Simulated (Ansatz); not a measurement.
`[CH3][InH][PH2]` + CH₃NH₂ → `C[NH][InH][CH3]` + PH₃ at 500 K and 1 bar (cleavage of the In–P bond).

Isolated molecules relaxed with PBE0-D4/def2-TZVP in Ansatz; ΔE leaves out vibrations. CBS: MP2 limit from def2 TZ/QZ plus the TZ coupled-cluster correction, frozen cores. This one scheme is used for every species. def2 core potentials past Kr. For In outer-core shells are correlated without core-valence functions, which leaves a few kJ/mol of doubt a bond. One conformer a species, not always the lowest.

```json
{"species": "`[CH3][InH][PH2]`", "CCSD(T)/CBS energy (Eh)": "-572.40253", "H − E (kJ/mol)": "197.1", "S (J/(mol·K))": "422.1"}
{"species": "CH₃NH₂", "CCSD(T)/CBS energy (Eh)": "-95.75281", "H − E (kJ/mol)": "191.8", "S (J/(mol·K))": "270.3"}
{"species": "`C[NH][InH][CH3]`", "CCSD(T)/CBS energy (Eh)": "-325.42029", "H − E (kJ/mol)": "299.0", "S (J/(mol·K))": "443.3"}
{"species": "PH₃", "CCSD(T)/CBS energy (Eh)": "-342.72256", "H − E (kJ/mol)": "81.5", "S (J/(mol·K))": "231.4"}
```

H − E and S are ideal-gas, rigid-rotor, harmonic terms from PBE0-D4/def2-TZVP, for one conformer and one mirror image of each species. 1 Eh = 2625.50 kJ/mol, R = 8.31446 J/(mol·K).

Question: By hand: ΔE, ΔH, ΔS and ΔG.

Answer: ΔE = (-325.42029) + (-342.72256) − (-572.40253) − (-95.75281) = 0.01249 Eh = 32.8 kJ/mol. Δ(H − E) = 299.0 + 81.5 − 197.1 − 191.8 = -8.4, so ΔH = 24.4 kJ/mol. ΔS = 443.3 + 231.4 − 422.1 − 270.3 = -17.7 J/(mol·K). ΔG = 24.4 − 500 × (-17.7)/1000 = 33.2 kJ/mol.

Question: By hand: the equilibrium constant, and the temperature at which ΔG would vanish if ΔH and ΔS stayed fixed.

Answer: log₁₀ K = −ΔG/(RT ln 10) = -3.5. ΔH and −TΔS have one sign here, so there is no such temperature.

TΔS isn't small against ΔH here. A doubt of 5 kJ/mol in ΔE shifts log₁₀ K by 0.5 here. Other conformers and mirror images would add mixing entropy, several J/(mol·K) or more a flexible species. Modes under 60 cm⁻¹, often nearly free rotors, make the harmonic entropy too high. These are equilibria of isolated gas molecules and say nothing of rates. Largest T1 diagnostic: 0.015 (customary marks: 0.02 for closed shells, 0.045 for open ones).
